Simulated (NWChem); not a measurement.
Molecule: C3H7NSi; SMILES C#CC[SiH2]N

```xyz
12

C      0.6495    -2.4579     0.2309
C     -0.1408    -1.5978    -0.0837
C     -1.0385    -0.5032    -0.4316
Si    -0.3854     1.1434     0.2740
N      1.2311     1.3535    -0.3161
H      1.3157    -3.2469     0.4949
H     -2.0480    -0.6894    -0.0400
H     -1.1268    -0.4089    -1.5218
H     -1.2015     2.2820    -0.2308
H     -0.5592     1.0831     1.7577
H      1.6866     2.2531    -0.2196
H      1.8898     0.5986    -0.1567
```
Atoms are numbered in this order, from 1.

Computed with NWChem. All runs use the structure optimised with B3LYP/6-31G* (spherical d).

What does the run give for Hartree-Fock/def2-TZVP? Quantities: highest occupied level (eV); orbital gap (eV); dipole (D).


```yaml
highest occupied level (eV): -10.00
orbital gap (eV): 13.30
dipole (D): 0.87
```
